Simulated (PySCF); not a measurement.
C₂H₉ClSi₃, SMILES C=C(Cl)[SiH2][SiH2][SiH3].

The structure is a stationary point at B3LYP-D3(BJ)/def2-SVP. The structure was generated by enumeration, and PubChem lists no compound with its InChIKey, so it may never have been made. Other conformers were not sampled.

Two levels are set side by side: PBE/def2-TZVP (PySCF) and ωB97X/def2-TZVP (PySCF). Same geometry, gas phase. Differences are taken from unrounded values.

```csv
quantity,ωB97X,PBE,PBE minus ωB97X
orbital gap (eV),11.00,4.58,-6.42
highest occupied level (eV),-9.82,-6.46,3.36
lowest empty level (eV),1.18,-1.88,-3.06
dipole moment (D),1.47,1.26,-0.22
```

Without exact exchange PBE keeps part of each electron's self-repulsion, which lifts occupied levels and narrows the gap. Differences between two approximate levels are no errors against the true value.

Rough cost on one machine, each run with all the roots and properties that it gave: ωB97X against PBE within a factor of 2.
